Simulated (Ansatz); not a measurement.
This geometry of BrH + H4O3Si (10 atoms, charge 0, multiplicity 1) is a first-order saddle point.

All numbers below come from Ansatz, RKS LDA/def2-SVP.

```xyz
10
Properties=species:S:1:pos:R:3
Si -0.174 0.016 -0.076
H 1.235 0.967 0.198
O 0.157 -1.449 -0.729
O -1.419 0.486 0.873
O -0.396 0.967 -1.415
H 1.298 0.397 0.932
Br 0.879 -1.007 2.120
H 0.445 -2.069 -0.019
H -2.013 1.070 0.357
H -0.010 0.620 -2.241
```

Question: Which two structures does it join? (They come from a converged band through this point; their orientation in space is the band's.)

Answer: Bonds broken: Si1–H2, H6–Br7. Bonds formed: Si1–Br7, H2–H6. BrH + H4O3Si becomes BrH3O3Si + H2.

First end point:

```xyz
10
Properties=species:S:1:pos:R:3
Si -0.244 0.383 -0.301
H 0.932 0.945 0.477
O -0.049 -1.235 -0.511
O -1.513 0.864 0.619
O -0.378 1.028 -1.808
H 1.495 -0.116 1.430
Br 1.801 -1.374 2.134
H 0.363 -1.718 0.243
H -2.401 0.754 0.232
H -0.005 0.469 -2.515
```

Last end point:

```xyz
10
Properties=species:S:1:pos:R:3
Si -0.531 -0.412 0.113
H 1.974 1.599 0.255
O -0.645 -1.698 -0.905
O -1.944 0.119 0.748
O 0.111 0.821 -0.768
H 2.691 1.831 0.474
Br 0.701 -1.008 1.840
H -0.680 -2.578 -0.488
H -2.413 0.774 0.197
H 0.737 0.553 -1.467
```

Question: How far does it lie above each of them?

Answer: 0.82 eV above the first and 1.40 eV above the second. This is the barrier of this one path; another mechanism may lie lower. The orbitals stay closed-shell, which can raise the energy where a bond breaks towards radicals; this wasn't checked here.

The run took 68 s on 2 threads of Intel(R) Xeon(R) Platinum 8488C (Sapphire Rapids) (shared host), peak memory 0.18 GiB.
